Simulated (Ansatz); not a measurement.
The same ligand exchange along the group O, S, Se.

Calculated with Ansatz (gas phase, PBE0-D4/def2-TZVP geometries, no zero-point term in ΔE). CCSD(T)/CBS is the MP2 limit (def2-TZVPP, def2-QZVPP) plus CCSD(T) − MP2 in def2-TZVPP, frozen cores. This one scheme is used for every species. Functionals use def2-TZVPP. For Se, Ti outer-core shells are correlated without core-valence functions, which leaves a few kJ/mol of doubt a bond. Scalar relativity is left out up to krypton. Each species was taken in one conformer, which may not be the lowest.

| reaction | B97M-V (kJ/mol) |
| --- | --- |
| `[OH][Ti]([F])([Cl])[Cl]` + HCl → `[OH][Ti]([Cl])([Cl])[Cl]` + H–F | 23 |
| `[F][Ti]([SH])([Cl])[Cl]` + HCl → `[SH][Ti]([Cl])([Cl])[Cl]` + H–F | 23 |
| `[F][Ti]([Cl])([Cl])[SeH]` + HCl → `[Cl][Ti]([Cl])([Cl])[SeH]` + H–F | 24 |

(1) Give the CCSD(T)/CBS values in the same order. (An estimate is asked.)

Largest T1 diagnostic: 0.026, for `[SH][Ti]([Cl])([Cl])[Cl]`, so its coupled-cluster energy is less sure.

Answers

(1) The calculation gave: 8, 6, 7 kJ/mol.
